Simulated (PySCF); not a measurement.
## Potential energy of InC⁺ along the bond

Set-up: In cc-pVDZ-PP with ECP28, C cc-pVDZ; scalar-relativistic core potentials (PySCF 2.14). Energies in eV from In⁺ + C in their ground configurations at the same level. State: ³Π (triplet), unpaired electrons σ ↑, π ↑.

All columns are PBE0. A positive dipole points towards C; it is taken about the centre of mass and depends on that origin.

| R (Å) | E (eV) | μ (D) | Mulliken charge on In (basis-dependent) | HOMO (eV) | LUMO (eV) | Mayer bond order | ⟨S²⟩ |
| --- | --- | --- | --- | --- | --- | --- | --- |
| 2.485 | -0.217 | 1.19 | 0.87 | -13.08 | -10.31 | 0.47 | 2.01 |
| 2.601 | -0.291 | 1.10 | 0.87 | -13.07 | -10.05 | 0.40 | 2.01 |
| 2.717 | -0.330 | 0.98 | 0.88 | -13.03 | -9.81 | 0.34 | 2.01 |
| 2.803 | -0.344 | 0.88 | 0.88 | -12.97 | -9.63 | 0.31 | 2.01 |
| 2.890 | -0.347 | 0.76 | 0.89 | -12.90 | -9.45 | 0.28 | 2.00 |
| 2.977 | -0.343 | 0.64 | 0.89 | -12.81 | -9.28 | 0.25 | 2.00 |
| 3.092 | -0.331 | 0.47 | 0.90 | -12.67 | -9.07 | 0.23 | 2.00 |
| 3.237 | -0.307 | 0.26 | 0.91 | -12.45 | -8.81 | 0.20 | 2.00 |
| 3.410 | -0.273 | 0.01 | 0.92 | -12.17 | -8.53 | 0.17 | 2.00 |
| 3.641 | -0.227 | -0.31 | 0.93 | -11.84 | -8.19 | 0.14 | 2.00 |

A fit through these points gives, at Re = 2.884 Å, μ = 0.77 D and dμ/dR = -1.37 D/Å; the reduced mass is 10.87 u.

Task: How strong is the fundamental in the double-harmonic approximation, I = 42.26·(dμ/dR)²/μred km/mol?

Result: I = 42.26·(-1.37)²/10.87 = 7.30 km/mol at PBE0.

The bond is weak. Basis-set superposition, not corrected here, can be much of De in a small basis, most of all at correlated wavefunction levels. These are scalar-relativistic numbers at best; spin–orbit coupling would shift them, the dissociation energy most. For an ion De counts to the pair picked by the measured ionisation energies or electron affinities, which need not be the lowest pair at this level. The state is the lowest determinant that a PBE0 search found; another state may lie lower at other levels.
